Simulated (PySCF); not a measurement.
In(OH)2(tBu), SMILES C[C](C)(C)[In]([OH])[OH] (C4H11InO2) at its GFN2-xTB optimised geometry (Å):

```
18

In    -1.0384    -0.1268     0.0000
O     -2.4733     1.2535     0.0000
H     -2.2322     2.1753    -0.0482
O     -1.9187    -1.8918     0.1008
H     -2.8663    -1.7673     0.1386
C      1.2733    -0.1268     0.0000
C      1.6881    -0.4213     1.4242
C      1.6552    -1.2500    -0.9346
C      1.7735     1.2199    -0.4725
H      2.7757    -0.5064     1.4842
H      1.2519    -1.3621     1.7590
H      1.3682     0.3746     2.0988
H      1.1676    -2.1753    -0.6311
H      1.3593    -1.0223    -1.9591
H      2.7360    -1.4051    -0.9123
H      1.4285     1.4318    -1.4856
H      1.4321     2.0179     0.1886
H      2.8663     1.2259    -0.4757
```

Method: PySCF with PBE0/def2-SVP, def2 effective core potentials past Kr. The core electrons that the potentials of In replace are not part of the density. Cells within 0.4 Å of a nucleus heavier than hydrogen are left out (blank, or x).

Map of the deformation density (molecule minus spherical neutral atoms) (e/bohr³) on the plane z = 0.0 Å:

```
|22222222222222222222222222222|
|22222222222222222222222222222|
|22222222222222222222222222222|
|22222222122222222222222222222|
|22222111111222222111122222222|
|22221111111112211111111222222|
|22221111011111111111111122222|
|22211110001111111111111112222|
|22211114511111111254211111222|
|22222125721111111497221111122|
|2222235xx22211111255232111122|
|2222237xx32222111132132111122|
|22222222321122221254111111122|
|22222211100212232364111111222|
|22221111103xx1343xx1001111222|
|22211111112xx1232xx1001111222|
|22111111110112221132111111222|
|22111112231111111111011111222|
|22111024243211111110011111222|
|22111058xx2211111111111111222|
|22111024xx3211111111111112222|
|22111111243211111111111112222|
|22211111222221111111111222222|
|22221111222222111111112222222|
|22222222222222211111222222222|
|22222222222222222222222222222|
|22222222222222222222222222222|
|22222222222222222222222222222|
|22222222222222222222222222222|
```
Scale: ten equal steps from -0.024 (start of '0') to 0.094 (end of '9'), in the order '0123456789'; x runs from -5.00 to 5.00, y from -5.00 (bottom) to 5.00 (top).
